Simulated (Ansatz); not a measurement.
Input for Ansatz (an electronic-structure program): R-PBE/def2-TZVPPD on C2H6F2 (a complex), monomers drawn apart or pushed together. Files ending in .json are basis or fitting sets from the Basis Set Exchange.

Ansatz 0.2 input:
```yaml
crystal:
  periodic: [false, false, false]
  atoms:
    - {symbol: C, position_ang: [-0.23193803, 0.52333371, 0.46189493]}
    - {symbol: F, position_ang: [1.06119503, 0.13771344, 0.82245860]}
    - {symbol: H, position_ang: [-0.80462488, 0.70245050, 1.37047248]}
    - {symbol: H, position_ang: [-0.16614723, 1.43274568, -0.13618579]}
    - {symbol: H, position_ang: [-0.68070591, -0.28023883, -0.12286077]}
    - {symbol: C, position_ang: [0.55272793, 0.32661328, 4.52413361]}
    - {symbol: F, position_ang: [-0.74097790, 0.71026463, 4.16352329]}
    - {symbol: H, position_ang: [0.48806710, -0.58076294, 5.12549787]}
    - {symbol: H, position_ang: [1.12459478, 0.14468255, 3.61557467]}
    - {symbol: H, position_ang: [1.00164953, 1.13251017, 5.10563944]}
basis:
  gaussian:
    orbitals: def2-TZVPPD.json
hamiltonian:
  xc: {name: PBE}
scf: {lower_state_search: off}
```

Question: What total energy does the run end on?

Answer: -279.3019 hartree.
